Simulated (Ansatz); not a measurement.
Be2F5. Charge 0, multiplicity 2. Geometry PBE-D4/def2-SVPD, that of the charge -1 singlet.

Cartesian coordinates in Å:
```
Be 1.061 0.374 1.012
Be -1.023 -0.401 -1.041
F 1.963 -0.550 1.710
F 0.784 1.786 1.291
F 0.328 -0.233 -0.247
F -2.226 -0.580 -0.223
F -0.888 -0.396 -2.502
```

At PBE-D4/def2-TZVPD, r2SCAN-D4/def2-TZVPD the gap within one spin of the charge 0 doublet nearly closes, so an electron or hole may be smeared out by delocalisation error. The structure comes from a short search, and lower isomers may exist.

Question: Estimate the α-spin orbital energies around the gap (eV) in Ansatz with PBE-D4/def2-TZVPD, r2SCAN-D4/def2-TZVPD, PBE0-D4/def2-TZVPD.

Answer: 
| orbital | PBE-D4/def2-TZVPD | r2SCAN-D4/def2-TZVPD | PBE0-D4/def2-TZVPD |
| --- | --- | --- | --- |
| HOMO−5 | -10.87 | -11.43 | -13.13 |
| HOMO−4 | -10.80 | -11.34 | -13.06 |
| HOMO−3 | -10.66 | -11.23 | -12.91 |
| HOMO−2 | -10.60 | -11.17 | -12.86 |
| HOMO−1 | -10.39 | -10.92 | -12.60 |
| HOMO | -10.37 | -10.90 | -12.58 |
| LUMO | -1.40 | -0.77 | -0.68 |
| LUMO+1 | -0.26 | 0.33 | 0.31 |
| LUMO+2 | -0.21 | 0.37 | 0.39 |
| LUMO+3 | -0.20 | 0.38 | 0.43 |
| LUMO+4 | 0.73 | 1.26 | 1.20 |
| LUMO+5 | 0.89 | 1.43 | 1.32 |
| β HOMO | -9.87 | -10.10 | -10.84 |
| β LUMO | -9.86 | -10.09 | -10.01 |
